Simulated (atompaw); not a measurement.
# Reading a pseudo-wave (rhodium (Rh))

Columns: radius, all-electron u(r) and pseudo u(r) of the 4p shell (level -50.42 eV) of rhodium in the configuration [Ar] 3d10 4s2 4p6 4d8 5s1 5p0; PBE, scalar-relativistic, PAW (atompaw) scheme, atompaw 4.2.0.5.

```
r (bohr)  all-electron  pseudo
   0.075        0.3799  0.0136
   0.150       -0.0224  0.0537
   0.225       -0.4713  0.1177
   0.300       -0.5826  0.2020
   0.375       -0.4113  0.3013
   0.450       -0.1010  0.4100
   0.525        0.2368  0.5217
   0.600        0.5381  0.6302
   0.675        0.7751  0.7297
   0.750        0.9420  0.8151
   0.825        1.0438  0.8825
   0.900        1.0906  0.9292
   0.975        1.0944  0.9539
   1.050        1.0667  0.9569
   1.125        1.0173  0.9397
   1.200        0.9540  0.9047
   1.275        0.8831  0.8556
   1.350        0.8091  0.7962
   1.425        0.7352  0.7307
   1.500        0.6635  0.6628
   1.575        0.5956  0.5959
   1.650        0.5322  0.5324
   1.725        0.4738  0.4738
   1.800        0.4205  0.4205
   1.875        0.3721  0.3721
   1.950        0.3286  0.3286
```

How many radial nodes do the two functions have?

The all-electron 4p function has n − l − 1 = 2; the pseudo-wave has 0, since the states of the same l below it are removed with the core.

At about which radius was the pseudo-wave matched?

1.75 bohr. The columns agree to 0.0005 from 1.57 bohr on; several derivatives are matched, so the curves merge somewhat inside the radius.

Is the pseudo-wave norm-conserving?

No, it belongs to a PAW set: the norm inside the radius is not constrained, and the difference is carried by the augmentation charge.
